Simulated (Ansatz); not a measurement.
Reactions of C$_{2}$H$_{5}$FO$_{2}$Si (`O=C[SiH](O)CF`).

Calculated with Ansatz (gas phase, PBE0-D4/def2-TZVP geometries, no zero-point term in ΔE). CCSD(T)/CBS is the MP2 limit (def2-TZVPP, def2-QZVPP) plus CCSD(T) − MP2 in def2-TZVPP, frozen cores. This one scheme is used for every species. def2 core potentials past Kr. For I, Sn outer-core shells are correlated without core-valence functions, which leaves a few kJ/mol of doubt a bond. Each species was taken in one conformer, which may not be the lowest.

Q: Order these by ΔE at CCSD(T)/CBS, lowest first. (Best estimate.)
A. `O=C[SiH](O)CF` + `[SnH4]` → `O=C[SiH](O)[SnH3]` + `CF`
B. `O=C[SiH](O)CF` + H₂O → `O=C[SiH](O)O` + `CF`
C. `O=C[SiH](O)CF` + HI → `O[SiH](I)CF` + `C=O`

A: B (-1.31 eV), C (-1.13 eV), A (-0.31 eV).

Largest T1 diagnostic: 0.015, for `C=O`.
